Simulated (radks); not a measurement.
Results of a calculation; reference values are marked as such.
Charge is removed step by step from the 1s level of C, starting from [He] 2s2 2p2. Level of theory: non-relativistic Kohn-Sham, PBE, spin-unpolarised, spherical densities, point nucleus (a radial shooting solver on a logarithmic mesh with Libxc functionals).

removed (e)  E - E(0) (eV)  eigenvalue (eV)  E minus straight line (eV)
0                    0.000          -273.26                       0.000
0.25                70.198          -288.40                      -5.863
0.5                 144.24          -304.00                      -7.882
0.75                222.23          -319.96                      -5.954
1                   304.24          -336.18                       0.000

Removing the whole electron costs 304.24 eV by Delta-SCF, against 273.26 eV from minus the eigenvalue at the starting occupation. Slater's transition state (half an electron removed) gives 304.00 eV. Integrating minus the eigenvalue over the occupation (Janak's theorem) gives 304.24 eV. The mean slope of the eigenvalue, de/dn, is 62.9 eV per electron.
